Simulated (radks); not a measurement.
The numbers below are computed, except where a source is named.
Removal energies from the argon ion Ar+, [Ne] 3s2 3p5, by Delta-SCF beside the eigenvalue of the level emptied. Level of theory: non-relativistic Kohn-Sham, PBE, spin-polarised, spherical densities, point nucleus (a radial shooting solver on a logarithmic mesh with Libxc functionals). Open shells are filled with parallel spins first.

| removed from | final configuration | Delta-SCF (eV) | -eigenvalue (eV) |
|---|---|---|---|
| 3p | [Ne] 3s2 3p4 | 27.702 | 21.567 |
| 3s | [Ne] 3s1 3p5 | 42.478 | 35.846 |
| 2p | [He] 2s2 2p5 3s2 3p5 | 263.73 | 243.53 |
| 2s | [He] 2s1 2p6 3s2 3p5 | 326.41 | 308.49 |
